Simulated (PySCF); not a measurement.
Run record: geometry optimisation, `[InH4-]` ([InH4]-).

Method: PBE0-D3(BJ)/def2-SVP geometry optimisation, gas phase, def2 core potentials past Kr (PySCF 2.14.0). Start geometry: GFN2-xTB. The input is one job of a driver script: a line of settings, then coordinates in Å.

Input:
```
{"job": {"xc": "PBE0", "basis": "def2-SVP", "d3": "d3bj", "grid": 1, "maxiter": 30, "shake": 0.03, "kind": "geom"}, "charge": -1, "multiplicity": 1}
In     0.061230    -0.076670     0.012540
H      0.543600    -0.044870     1.278120
H      1.339860    -0.024380     0.036660
H     -0.872340     0.772340    -0.669780
H     -0.997500    -0.736900    -0.719670
```

Output:
```
step   0  E = -192.20176187  max force = 0.290994
step   1  E = -192.30979588  max force = 0.183983
step   2  E = -192.36647348  max force = 0.126298
step   3  E = -192.43200720  max force = 0.081627
step   4  E = -192.48359911  max force = 0.043983
step   5  E = -192.50643751  max force = 0.013912
step   6  E = -192.50845457  max force = 0.005251
step   7  E = -192.50865848  max force = 0.002652
step   8  E = -192.50868588  max force = 0.001027
step   9  E = -192.50869323  max force = 0.000471
step  10  E = -192.50869507  max force = 0.000198
optimisation converged
```

Energies in Eh; «max force» is the largest Cartesian gradient component in Eh/bohr.

Question: How much energy does the optimisation release, in kcal/mol?

Answer: E(step 0) − E(last step) = 0.306933 Eh, which is 192.6 kcal/mol.

Main results: final energy -192.50870 Eh after 10 steps.

Question: Where do the atoms end?

Answer: 0.652 Å rms from the input after alignment:
```
atom  x, y, z in Å
In1    0.0154   -0.0223   -0.0131
H2     0.0285   -0.0609    1.7796
H3     1.6998   -0.0679   -0.6218
H4    -0.7833    1.4821   -0.5718
H5    -0.8855   -1.4414   -0.6350
```

Question: Estimate the wall time. Hardware: Arm Neoverse V2, one thread, shared host with 96 logical CPUs at a one-minute load of 26. And the peak memory of the process?

Answer: About 7.6 s, with 0.24 GiB resident at the peak, the Python interpreter and its libraries included.
Labels such as C1 count atoms from 1, the log's own numbers from 0.
